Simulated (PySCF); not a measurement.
Compound: 4-chloroanisole, C7H7ClO.
Bonds: C1–O2, O2–C3, C3–C4 (aromatic), C4–C5 (aromatic), C5–C6 (aromatic), C6–Cl7, C6–C8 (aromatic), C8–C9 (aromatic), C3–C9 (aromatic). Hydrogens: H10, H11, H12 on C1; H13 on C4; H14 on C5; H15 on C8; H16 on C9.

Computed, not measured: PBE0-D3(BJ)/def2-SVP geometry optimisation, gas phase in PySCF 2.14.0.

Q: List the bond lengths, angles and torsions at this level.

A: 
```tsv
bond	length (Å)	order
C1–O2	1.399	single
O2–C3	1.348	single
C3–C4, C3–C9	1.401	aromatic
C4–C5	1.386	aromatic
C5–C6, C6–C8	1.393	aromatic
C6–Cl7	1.735	single
C8–C9	1.395	aromatic
C1–H10, C1–H11, C1–H12	1.102	single
C4–H13, C9–H16	1.091	single
C5–H14, C8–H15	1.091	single
```

Bonds in one row agree within 0.01 Å and their mean is given. Orders are formal, as drawn. A selection of angles:
```tsv
angle	degrees
C1–O2–C3	118.8
O2–C3–C4	116.2
O2–C3–C9	124.5
C4–C3–C9	119.3
C3–C4–C5	120.6
C4–C5–C6	119.8
C5–C6–Cl7	119.8
C5–C6–C8	120.2
C3–C9–C8	120.0
```

Dihedral angles: C1–O2–C3–C4 180° (antiperiplanar).

The 2 C–O bonds span 1.348 Å (O2–C3, drawn single) to 1.399 Å (C1–O2, drawn single), a spread of 0.051 Å. The 6-membered ring C3–C4–C5–C6–C8–C9 has internal angles of 119.3° to 120.6°; it is planar, 0.00 Å rms from its mean plane, widest ring torsion 0°. The 9 heavy atoms lie in one plane (0.000 Å rms). Of the pairs four or more bonds apart, C1···H16 is among the closest relative to their van der Waals radii: 2.54 Å, 87 % of the sum of Bondi's values.

Point group: Cs (tolerance 0.08 Å). No PBE0-D3(BJ)/def2-SVP frequencies stand behind this structure, so it isn't proved a minimum. The numbers are those of one conformer.
